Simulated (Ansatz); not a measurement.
Calculated with Ansatz (gas phase, PBE0-D4/def2-TZVP geometries, no zero-point term in ΔE). CCSD(T)/CBS adds triple-zeta CCSD(T) − MP2 to the extrapolated MP2 energy (def2 sets, frozen cores). DFT in def2-TZVPP. B3LYP here is the variant with VWN-RPA as its local correlation; programs differ in this. Each species was taken in one conformer, which may not be the lowest.

Consider the redistribution: `CC[SiH](O)[SiH3]` + `FC(F)[SiH3]` → `CC[SiH](F)[SiH3]` + `OC(F)[SiH3]`.

Task: Is it downhill or uphill in electronic energy at CCSD(T)/CBS, and by how much? (Estimate.)

Result: Computed: Downhill: ΔE = -53.9 kJ/mol.

Task: What do these levels give: PBE-D4, B3LYP-D4, B2PLYP, r2SCAN, HF/def2-TZVPP, MP2/def2-TZVPP, SCS-MP2/def2-TZVPP, HF/def2-QZVPP, MP2/def2-QZVPP, HF/CBS(def2), MP2/CBS(def2), CCSD/CBS(def2)? (Estimate.)

Result: Computed: PBE-D4 -50.1, B3LYP-D4 -51.1, B2PLYP -52.7, r2SCAN -51.1, HF/def2-TZVPP -52.1, MP2/def2-TZVPP -53.3, SCS-MP2/def2-TZVPP -52.8, HF/def2-QZVPP -53.2, MP2/def2-QZVPP -54.9, HF/CBS(def2) -53.3, MP2/CBS(def2) -55.5, CCSD/CBS(def2) -54.4 kJ/mol.

Largest T1 diagnostic among the species: 0.012.
